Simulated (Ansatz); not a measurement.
Species: C6H12N (charge 0, doublet). It need not be the lowest isomer of its formula. 
Structure (B3LYP-D3(BJ)/def2-TZVP (Ansatz, an electronic-structure program) minimum search):
```xyz
19

C     -1.8602     0.1324    -0.0390
C     -1.1894    -1.2362     0.0811
C      0.2075    -1.1172     0.6985
C      1.0306    -0.0765     0.0137
C      0.3957     1.2485    -0.2525
C     -1.0036     1.0985    -0.8576
N      2.3936    -0.0572     0.3314
H     -2.0158     0.5478     0.9635
H     -2.8492     0.0287    -0.4924
H     -1.8046    -1.9098     0.6825
H     -1.1056    -1.6823    -0.9148
H      0.7179    -2.0862     0.6697
H      0.1004    -0.8658     1.7702
H      0.3142     1.8218     0.6897
H      1.0310     1.8494    -0.9125
H     -0.9145     0.7193    -1.8803
H     -1.4875     2.0763    -0.9200
H      2.9489     0.5733    -0.2303
H      2.8262    -0.9688     0.3897
```
Charge 0, spin multiplicity 2.

Dipole moments at this geometry, in debye (magnitudes).

```
level                 program  dipole (D)
--------------------  -------  ----------
SVWN5/def2-TZVPD       Ansatz        1.03
PBE/def2-TZVPD         Ansatz        0.99
revPBE/def2-TZVPD      Ansatz        0.98
r2SCAN/def2-TZVPD      Ansatz        0.89
B97M-V/def2-TZVPD      Ansatz        0.98
B3LYP/def2-TZVPD       Ansatz        0.91
PBE0/def2-TZVPD        Ansatz        0.88
r2SCANh/def2-TZVPD     Ansatz        0.87
r2SCAN0/def2-TZVPD     Ansatz        0.84
HSE06/def2-TZVPD       Ansatz        0.88
CAM-B3LYP/def2-TZVPD   Ansatz         [?]
LC-wPBE/def2-TZVPD     Ansatz        0.80
wB97M-V/def2-TZVPD     Ansatz        0.87
CCSD(T)/aug-cc-pVDZ    Ansatz         [?]
```

Q: Fill in the missing entries.

A: 
- CAM-B3LYP/def2-TZVPD, dipole (D): 0.85
- CCSD(T)/aug-cc-pVDZ, dipole (D): 0.86
